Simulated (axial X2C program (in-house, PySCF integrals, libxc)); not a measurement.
**NaCo⁺: from the spin-free to the two-component result**

All values were computed with an in-house relativistic program for diatomic molecules. Spin-free means the one-electron spin-free X2C Hamiltonian; two-component (2c) means X2C with spin–orbit coupling and atomic mean-field two-electron Coulomb and Gaunt terms, so the difference of the two also holds small scalar two-electron terms. Basis: Co dyall-cv3z [9s10p6d3f2g], Na dyall-cv3z [9s8p5d2f] (cores contracted in-house); Gaussian nuclei, density fitting, unrestricted open shells. Masses: Co 58.933 u, Na 22.990 u.

Spin-free state: M_S = 3/2, Λ = 2 (beyond evenly filled blocks: π+α, π-α, δ+α, δ+β, δ-α); fragments Co + Na+.

```csv
level,Re (Å),ωe (cm⁻¹),De (eV),μ (D)
PBE0,3.110,132.8,0.543,6.67
HF,3.299,114.4,0.492,6.98
MP2,3.096,139.9,0.367,n/a
CCSD,3.183,123.1,0.412,n/a
CCSD(T),3.180,122.9,0.405,n/a
BLYP,3.110,128.6,0.395,6.89
```

Correlated methods: 9 electrons correlated (number of frozen shells: Co 3 s, 2 p; Na 2 s, 1 p), 273 virtual spin orbitals or spinors in MP2, 90 natural virtuals in coupled cluster.

Dipoles are positive if Na is the positive end and refer to the centre of mass.

Two-component determinant lowest at the distance of the search:

Ω = 7/2 (⟨Sz⟩ = 1.50, ⟨Lz⟩ = 2.00 at HF); fragments Co + Na+.

```tsv
level	Re (Å)	ωe (cm⁻¹)	μ (D)
PBE0	3.110	132.8	6.67
HF	3.299	114.4	6.98
MP2	3.097	140.0	n/a
CCSD	3.183	123.1	n/a
CCSD(T)	3.180	122.9	n/a
BLYP	3.109	126.8	6.84
```

Task: From the two tables, how do the constants change at the CCSD(T) level (2c against spin-free)?

Result: At the CCSD(T) level Re is unchanged within 0.001 Å and ωe is unchanged to within 0.2 cm⁻¹.

Occupations by symmetry block were frozen at the best pattern of an incomplete PBE0 search. Dissociation energies refer to the lowest single-determinant-based atoms at the same level and basis. De is not given where an atomic determinant may have missed its ground term or J level, or where the truncated virtual space spoils (T). Density functionals use the spin component along the axis (collinear). CCSD and (T) use frozen natural virtuals with an MP2 correction for the truncation; (T) itself is uncorrected, so its De runs slightly low. Other states lie close and PBE0, whose exact exchange favours high spin, may order them wrongly; the determinant shown need not be the ground state. The nearest other spin-free determinant of the search, M_S = 3/2, Λ = 0, lies 0.000 eV up at the distance of the search. Without a current term, density functionals place determinants with orbital angular momentum somewhat too high. With several unpaired electrons one determinant need not be a pure state. A state of lower Ω lies just above, and one determinant can place such states too high, so the state shown need not be the lowest. The search has Ω = 3/2 only 0.06 eV up. At some level and bond length an empty orbital lies below a filled one. The determinant is spin-polarised beyond a pure state at some levels (its spin-free form has ⟨S²⟩ too high), which makes Re and μ there less reliable.
